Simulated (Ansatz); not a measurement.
Reactions of C₃H₇GaO, SMILES `[CH3][Ga]([CH3])[CH]=O`.

Program: Ansatz. Geometries: PBE0-D4/def2-TZVP. ΔE: electronic, gas phase. CCSD(T)/CBS is the MP2 limit (def2-TZVPP, def2-QZVPP) plus CCSD(T) − MP2 in def2-TZVPP, frozen cores. This one scheme is used for every species. DFT in def2-TZVPP. def2 core potentials past Kr. For Br, Ga, Ge, K, Te outer-core shells are correlated without core-valence functions, which leaves a few kJ/mol of doubt a bond. Scalar relativity is left out up to krypton. One conformer a species, not always the lowest.

| reaction | HF/CBS(def2) (kJ/mol) | CCSD/CBS(def2) (kJ/mol) | ωB97X-V (kJ/mol) | CCSD(T)/CBS(def2) (kJ/mol) |
| --- | --- | --- | --- | --- |
| `[CH3][Ga]([CH3])[CH]=O` + H₂Te → `[CH3][Ga]([CH3])[TeH]` + `C=O` | -155 | -152 | -142 | -152 |
| `[CH3][Ga]([CH3])[CH]=O` + `[OH][Al]([Cl])[Cl]` → `C[O][Al]([Cl])[Cl]` + `[CH3][GaH][CH]=O` | 73 | 97 | 86 | 99 |
| `[CH3][Ga]([CH3])[CH]=O` + `N[SiH](F)Br` → `CN[SiH](F)Br` + `[CH3][GaH][CH]=O` | 63 | 76 | 68 | 77 |
| `[CH3][Ga]([CH3])[CH]=O` + `[F][GeH2][GaH2]` → `[CH3][GaH][CH]=O` + `[CH3][GaH][GeH2][F]` | -1 | -3 | -3 | -3 |
| `[CH3][Ga]([CH3])[CH]=O` + `[SH][K]` → `C[S][K]` + `[CH3][GaH][CH]=O` | 71 | 81 | 74 | 81 |
| `[CH3][Ga]([CH3])[CH]=O` + `OCS` → `O=CC(O)S` + `[CH3][GaH][CH3]` | -32 | -31 | -39 | -34 |
| `[CH3][Ga]([CH3])[CH]=O` + `CNC` → `CN(C)C` + `[CH3][GaH][CH]=O` | 46 | 54 | 47 | 54 |
| `[CH3][Ga]([CH3])[CH]=O` + `O[SiH3]` → `O=CO[SiH3]` + `[CH3][GaH][CH3]` | -64 | -46 | -60 | -46 |

Largest T1 diagnostic: 0.016, for `O=CO[SiH3]`.
